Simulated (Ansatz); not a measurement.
Species: C₃H₁₀GeN (charge 0, doublet). It need not be the lowest isomer of its formula. SMILES: [CH3][Ge]([CH2])([NH2])[CH3]
Structure (B3LYP-D3(BJ)/def2-TZVP (Ansatz, a first-principles code) minimum search):
```xyz
15

C      0.3595    -1.2578    -1.4621
Ge     0.0030    -0.0229    -0.0213
C     -1.8726     0.5794    -0.1239
C      1.2013     1.5353    -0.0475
N      0.4243    -0.9428     1.5409
H     -0.1671    -1.2196    -2.4088
H      1.1296    -2.0163    -1.3831
H     -2.5510    -0.2704    -0.0461
H     -2.0590     1.0862    -1.0723
H     -2.0904     1.2745     0.6878
H      2.2386     1.2069     0.0040
H      0.9934     2.1817     0.8067
H      1.0570     2.1121    -0.9610
H     -0.1189    -1.7836     1.6897
H      0.3733    -0.3805     2.3809
```
Charge 0, spin multiplicity 2.

Parts of the frozen-core correlation energy in STO-3G (Ansatz, hartree). Frozen orbitals: 18; correlated occupied orbitals by spin: 16 and 15; virtual: 14 and 15. Open shells are spin-unrestricted. Spin-orbit coupling is left out. No relativistic terms.

| term | value |
|---|---|
| reference (HF) | -2223.54610 |
| MP2 opposite-spin | -0.19467 |
| MP2 same-spin | [?] |
| CCSD correlation | [?] |
| (T) | [?] |
| T1 diagnostic | 0.007 |
| largest doubles amplitude | 0.032 |
| <S^2> of the reference | 0.767 |

Question: Complete the blanks.

Answer: 
- MP2 same-spin, value: -0.02307
- CCSD correlation, value: -0.29080
- (T), value: -0.00226
